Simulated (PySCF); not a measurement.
**Te⁺ (tellurium, charge +1) across methods**

[Kr] 4d10 5s1 5p4, high-spin 4P determinant (an excited configuration). Calculation: PySCF 2.14, in x2c-QZVPPall with one added diffuse shell each of s, p, d, f type (14s10p8d5f1g, 128 functions); scalar relativity by spin-free X2C-1e.

```
   method  E (hartree)  mean ε 5s α (eV)  mean ε 5p α (eV)  mean ε 5p β (eV)  Σ⟨r²⟩ (bohr²)   ⟨S²⟩
   r2SCAN     -6793.13           -26.028           -15.659           -13.163          50.64  3.759
BHandHLYP     -6793.11           -29.145           -17.441           -14.620          50.89  3.755
      LDA     -6786.77           -25.293           -15.251           -13.329          50.59  3.753
     TPSS     -6792.82           -25.306           -15.282           -13.117          50.68  3.755
     PBE0     -6792.76           -27.281           -16.466           -13.901          50.67  3.755
  r2SCAN0     -6793.11           -27.946           -16.815           -13.900          50.67  3.759
      PBE     -6792.68           -25.120           -15.164           -13.141          50.69  3.754
```

Estimate the same row for UHF.

E (hartree) = -6790.31954; mean ε 5s α (eV) = -32.941; mean ε 5p α (eV) = -19.680; mean ε 5p β (eV) = -14.919; Σ⟨r²⟩ (bohr²) = 51.49; ⟨S²⟩ = 3.766.
